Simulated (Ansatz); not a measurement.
Abridged output of a molecular run in Ansatz:

```
Functional definition: HF
3735 factors; integrals over basis functions are off by at most 9.0e-4 eV
mean field evaluation 1: about -58354.0942 eV, gradient 4.9e1 eV
mean field evaluation 2: about -58354.4953 eV, gradient 4.9e1 eV
mean field evaluation 4: about -58361.5342 eV, gradient 5.6e0 eV
mean field evaluation 8: about -58361.6510 eV, gradient 3.5e-1 eV
mean field -58361.65150204 eV, -2144.7511337516 hartree, gradient 4.3e-6 eV, S^2 0.000000; 0 other end points of the search recorded, 0 dependent functions left out
30 core orbitals not correlated: weight in the atoms' cores, before any rotation towards them, 1.000 or more for the frozen orbitals, at most 0.000 for the correlated occupied ones
reference -58361.65150204 eV, -2144.7511337516 hartree; 39, 39 occupied and 545, 545 virtual orbitals, 3735 factors
second order -56.35338996 eV of doubles, -0.00000000 eV of singles
cycle   1  -57.97644546 eV  change    -1.6e0 eV  update   1.5e-1
cycle   2  -59.25769021 eV  change    -1.3e0 eV  update   4.1e-2
cycle   3  -59.48872431 eV  change   -2.3e-1 eV  update   2.1e-2
cycle   4  -59.47260108 eV  change    1.6e-2 eV  update   4.8e-3
cycle   5  -59.46940309 eV  change    3.2e-3 eV  update   2.2e-3
cycle   6  -59.46995508 eV  change   -5.5e-4 eV  update   5.7e-4
cycle   7  -59.46973569 eV  change    2.2e-4 eV  update   2.3e-4
cycle   8  -59.46970954 eV  change    2.6e-5 eV  update   7.7e-5
perturbative correction -2.45348659 eV, -0.0901639692 hartree
Total energy: -58423.57469817 eV, -2147.0267692364 hartree
```

Its atoms:

Z-matrix (Å, degrees):
```
C
C 1 1.522
H 1 1.091 2 109.9
H 1 1.091 2 112.1 3 -119.7
H 1 1.092 2 111.3 3 119.1
P 2 1.819 1 113.0 3 -177.9
H 2 1.093 1 110.0 3 -59.6
H 2 1.095 1 111.7 3 59.7
C 6 1.819 2 107.2 1 -65.7
C 6 1.819 2 107.2 1 179.6
In 6 2.577 2 111.7 1 57.0
C 9 1.522 6 113.0 2 179.4
H 9 1.095 6 108.3 2 -56.4
H 9 1.093 6 106.1 2 58.8
C 10 1.522 6 113.0 2 -65.8
H 10 1.093 6 106.1 2 173.6
H 10 1.095 6 108.3 2 58.4
Cl 11 2.350 6 102.7 2 149.9
Cl 11 2.350 6 102.6 2 -90.0
Cl 11 2.350 6 102.5 2 30.0
H 12 1.092 9 111.2 6 -59.0
H 12 1.091 9 109.9 6 -178.1
H 12 1.091 9 112.1 6 62.2
H 15 1.091 10 109.9 6 -178.1
H 15 1.091 10 112.1 6 62.2
H 15 1.092 10 111.3 6 -59.0
```

**Question.** Which basis set was used?
A. cc-pV(D+d)Z
B. def2-SVP
C. def2-SVPD
D. def2-TZVPP

**Answer.** D. It gives 614 functions.

**Question.** Write the keys of the input that set method, charge and spin (a neutral closed shell needs none for the last two).

**Answer.** 
```yaml
correlation: {method: ccsd_t}
```
